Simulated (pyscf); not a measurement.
Hydrogen shift: allyl (•H₂C–CH=CH₂) → •HC=CH–CH₃

Gas phase, doublet surface, charge 0. Bonds broken: C1–H4. Bonds formed: C3–H4. PySCF, gas phase, ωB97X-D3(BJ)/def2-SVP geometries. Correlated levels are frozen-core, on RHF or UHF. ΔMP2 is the change of the MP2 total energy from the triple- to the quadruple-zeta basis.

Transition state (Å):

```xyz
8

C      0.1853     0.4633    -0.6354
C      0.3724    -0.0570     0.5711
C     -1.0652    -0.3546     0.9021
H     -1.1780     0.2066    -0.3786
H      0.7989     0.8874    -1.4409
H      1.2776    -0.2276     1.1628
H     -1.3926    -1.4048     0.8933
H     -1.5678     0.2799     1.6471
```

One imaginary mode, 2264i cm⁻¹; descent along it reached the two sides named.

```csv
bond,change,reactant side (Å),saddle,product side
C1–H4,breaks,1.095,1.411,2.7
C3–H4,forms,2.7,1.403,1.099
```

Electronic energies relative to the reactant's lowest minimum found (kJ/mol):

| level | barrier | reaction energy | reverse barrier |
|---|---|---|---|
| ωB97X-D3(BJ)/def2-TZVP | 287.1 | +103.9 | 183.2 |
| PBE/def2-TZVP | 264.5 | +103.9 | 160.6 |
| r²SCAN/def2-TZVP | 285.2 | +107.2 | 178.1 |
| B3LYP-D3(BJ)/def2-TZVP | 289.2 | +107.3 | 181.9 |
| PBE0-D3(BJ)/def2-TZVP | 279.8 | +104.5 | 175.3 |
| M06-2X/def2-TZVP | 282.1 | +94.6 | 187.5 |
| ωB97M-D3(BJ)/def2-TZVP | 285.9 | +103.2 | 182.6 |
| HF/def2-TZVP | 343.1 | +105.0 | 238.1 |
| MP2/def2-QZVPP | 294.5 | +101.6 | 193.0 |
| CCSD/def2-TZVPP | 292.1 | +99.6 | 192.6 |
| CCSD(T)/def2-TZVPP | 282.9 | +99.1 | 183.8 |
| CCSD(T)/def2-TZVPP + ΔMP2(QZVPP) | 282.7 | +99.9 | 182.7 |

With CCSD(T)/def2-TZVPP + ΔMP2(QZVPP) energies and thermal terms (ideal gas, 1 atm, RRHO with modes under 100 cm⁻¹ raised to 100, one conformer, R ln 2 for rigid chiral ones), in kJ/mol:

```
T (K)    ΔH‡    ΔG‡      ΔH     ΔG
-----  -----  -----  ------  -----
298    268.1  267.3  +100.9  +97.1
600    266.9  266.9  +100.6  +93.3
900    265.7  267.1  +100.1  +89.8
1200   264.5  267.7   +99.9  +86.3
```

The same reactants have a lower exit, to cyclic C₃H₅ (SMILES [CH]1CC1) [doublet] (barrier +223.7 kJ/mol at ωB97M-D3(BJ), against +285.9 kJ/mol here). One saddle was located; it need not be the lowest between these sides. The CCSD(T) − MP2 part came from Ansatz, without density fitting, on the same reference. A UHF reference is spin-contaminated (<S²> up to 1.01), which harms MP2 most.
